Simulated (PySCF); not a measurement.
Field gradients at the hydrogen positions

Species: H8O4Si4.
Numbering: `[SiH3:1][O:2][SiH:3]1[O:4][SiH2:5][O:6][SiH2:7][O:8]1` (hydrogens: H9, H10, H11 on Si1; H12 on Si3; H13, H14 on Si5; H15, H16 on Si7)

Cartesian coordinates in Å at the GFN2-xTB level; atoms count from 1:
```
atom  x, y, z in Å
Si1    2.5287    0.4281   -0.5891
O2     1.6899    0.5892    0.7969
Si3    0.2286    0.3316    1.4188
O4    -0.8332    1.3313    0.7111
Si5   -1.8802    1.0383   -0.4952
O6    -1.9561   -0.5632   -0.7628
Si7   -1.1527   -1.7895   -0.0607
O8    -0.2095   -1.2019    1.1230
H9     3.8299    0.9613   -0.1938
H10    1.8957    1.2130   -1.6519
H11    2.5859   -0.9876   -0.9604
H12    0.2316    0.5602    2.8401
H13   -3.1782    1.4563    0.0069
H14   -1.3529    1.6360   -1.7129
H15   -0.3014   -2.3681   -1.0904
H16   -2.1340   -2.6261    0.6089
```

Level: PBE0/pcSseg-1 (PySCF, non-relativistic); Q(2H) = 0.00286 b; rigid geometry, the same for H and D, with no vibrational averaging.

Give the electric field gradient Vzz (the principal value of largest size), its asymmetry and the 2H coupling at each hydrogen.

```json
{"atom": "H9", "bonded to": "Si1", "bond length (Å)": "1.461", "Vzz (au)": "0.1618", "η": "0.01", "χzz (kHz)": "109"}
{"atom": "H10", "bonded to": "Si1", "bond length (Å)": "1.465", "Vzz (au)": "0.1571", "η": "0.04", "χzz (kHz)": "106"}
{"atom": "H11", "bonded to": "Si1", "bond length (Å)": "1.465", "Vzz (au)": "0.1575", "η": "0.03", "χzz (kHz)": "106"}
{"atom": "H12", "bonded to": "Si3", "bond length (Å)": "1.440", "Vzz (au)": "0.1735", "η": "0.00", "χzz (kHz)": "117"}
{"atom": "H13", "bonded to": "Si5", "bond length (Å)": "1.453", "Vzz (au)": "0.1642", "η": "0.01", "χzz (kHz)": "110"}
{"atom": "H14", "bonded to": "Si5", "bond length (Å)": "1.455", "Vzz (au)": "0.1620", "η": "0.01", "χzz (kHz)": "109"}
{"atom": "H15", "bonded to": "Si7", "bond length (Å)": "1.456", "Vzz (au)": "0.1615", "η": "0.02", "χzz (kHz)": "109"}
{"atom": "H16", "bonded to": "Si7", "bond length (Å)": "1.453", "Vzz (au)": "0.1644", "η": "0.01", "χzz (kHz)": "110"}
```

How does χzz go with the bond length over the 8 Si–H bonds?

A straight-line fit has a slope of -4.1 kHz for each 0.01 Å, with a correlation coefficient of -0.98, over lengths from 1.440 to 1.465 Å. The longer bonds have the smaller couplings here.

Give the 2H NMR doublet splittings at H15 for a magnetic field along the z, y and x axes of the gradient: 3χ/2, 3χ(1 + η)/4, 3χ(1 − η)/4.

With |χ| = 108.5 kHz and η = 0.017: 163, 83 and 80 kHz, to first order and without motion.

The structure is a single GFN2-xTB conformer in the gas phase; no vibrational or solvent corrections. GFN2-xTB bond lengths can be off by several hundredths of an ångström, more for odd bonds, and the gradients follow them. The basis is small and wasn't made for field gradients, so the couplings can be 20 % off.

These values come from a run that also computed NMR shieldings. On one thread of an Arm Neoverse N1, shared host with 64 logical CPUs at a one-minute load of 60, this took 66 s wall and 0.92 GiB of memory at its peak.
